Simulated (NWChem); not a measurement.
# InNH₃Cl; SMILES [Cl][InH][NH2]

```xyz
6

In    -0.3194     0.3626     0.0005
H     -1.9673     0.7803    -0.0765
Cl     0.2814    -1.9222    -0.0028
N      1.3284     1.5069    -0.0412
H      2.2295     1.0938     0.1753
H      1.3082     2.4888     0.2114
```
Atoms are numbered in this order, from 1.

All runs: NWChem. Structure relaxed at the PBE0/def2-SVP level. No frequency run checked for a minimum. def2 effective core potentials on In; no spin-orbit coupling. Ions are spin-unrestricted doublets at the neutral geometry; other ion states weren't tried.

Question: Estimate the computed values for PBE0/def2-SVP. Quantities: vertical ionisation energy, ΔSCF (eV); −ε(HOMO) (eV).

Answer: 
```json
{
 "vertical ionisation energy, ΔSCF (eV)": "9.44",
 "−ε(HOMO) (eV)": "7.25"
}
```
